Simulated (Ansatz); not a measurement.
CHOS (SMILES O=C=[SH+]), charge +1, singlet, at a GFN2-xTB geometry; CAM-B3LYP/6-311G** (Ansatz, a quantum-chemistry and plane-wave program).

Ansatz was given this input:
Ansatz 0.2 input:
```yaml
crystal:
  periodic: [false, false, false]
  atoms:
    - {symbol: O, position_ang: [1.65943916, -0.41995957, 0.20770173]}
    - {symbol: C, position_ang: [0.57320951, -0.15369142, 0.08329200]}
    - {symbol: S, position_ang: [-0.95546310, 0.29395335, -0.18938823]}
    - {symbol: H, position_ang: [-1.42736083, -0.42142851, 0.86884578]}
basis:
  gaussian:
    orbitals: 6-311G__.json
hamiltonian:
  xc: cam_b3lyp
total_charge: 1
accuracy: high
```
The basis file holds 6-311G** in the JSON format of the Basis Set Exchange.

It wrote (shortened):

```
Functional definition: CAM-B3LYP
1199 factors; integrals over basis functions are off by at most 5.4e-9 eV
252 factors; integrals over basis functions are off by at most 1.9e-9 eV
mean field evaluation 1: about -13917.8496 eV, gradient 6.9e1 eV
mean field evaluation 2: about -13897.1751 eV, gradient 1.2e2 eV
mean field evaluation 4: about -13926.1554 eV, gradient 6.6e0 eV
mean field evaluation 8: about -13926.2644 eV, gradient 3.4e-1 eV
mean field evaluation 16: about -13926.2647 eV, gradient 3.7e-5 eV
mean field -13926.26468432 eV, -511.7807875876 hartree, gradient 2.7e-8 eV, S^2 0.000000; 0 other end points of the search recorded, 0 dependent functions left out
reference -13926.26469855 eV, -511.7807881104 hartree; 15, 15 occupied and 54, 54 virtual orbitals, 1199 factors
Total energy: -13926.26469855 eV, -511.7807881104 hartree
```
